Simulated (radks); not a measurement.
Task: Species: Dy+. Configuration: [Xe] 4f10 6s1. All-electron calculation, Dirac Kohn-Sham, BLYP, spin-unpolarised, spherical densities, finite nucleus; open shells fill j = l - 1/2 first; Fermi nuclear charge, rms radius 5.2218 fm. Program: a radial shooting solver on a logarithmic mesh with Libxc functionals. Some entries of the table are withheld. Estimate them.

| orbital | occ. | eigenvalue (hartree) | <r^2> (bohr^2) |
|---|---|---|---|
| 1s1/2 | 2 | -1969.868 | 0.0006095 |
| 2s1/2 | 2 | -328.0505 | 0.009461 |
| 2p1/2 | 2 | (1) | 0.006845 |
| 2p3/2 | 4 | (2) | 0.008071 |
| 3s1/2 | 2 | -73.18037 | 0.06278 |
| 3p1/2 | 2 | -66.19328 | (3) |
| 3p3/2 | 4 | -60.08505 | (4) |
| 3d3/2 | 4 | -48.05861 | 0.05171 |
| 3d5/2 | 6 | -46.72457 | 0.05364 |
| 4s1/2 | 2 | -14.64684 | 0.3173 |
| 4p1/2 | 2 | -11.89030 | 0.3327 |
| 4p3/2 | 4 | -10.52421 | 0.3713 |
| 4d3/2 | 4 | -5.98260 | 0.4235 |
| 4d5/2 | 6 | -5.73534 | 0.4389 |
| 5s1/2 | 2 | -2.02460 | 1.911 |
| 5p1/2 | 2 | -1.28385 | 2.471 |
| 5p3/2 | 4 | -1.11132 | 2.849 |
| 4f5/2 | 6 | -0.35769 | 1.040 |
| 6s1/2 | 1 | -0.32668 | 15.42 |
| 4f7/2 | 4 | -0.32551 | 1.103 |
| 5d3/2 | 0 | -0.25659 | 9.283 |
| 5d5/2 | 0 | -0.24715 | 9.857 |
| 6p1/2 | 0 | -0.20958 | 24.21 |
| 6p3/2 | 0 | -0.19503 | 27.05 |

Result: 
(1) 2p1/2 eigenvalue (hartree): -312.0541
(2) 2p3/2 eigenvalue (hartree): -282.6366
(3) 3p1/2 <r^2> (bohr^2): 0.05827
(4) 3p3/2 <r^2> (bohr^2): 0.06522
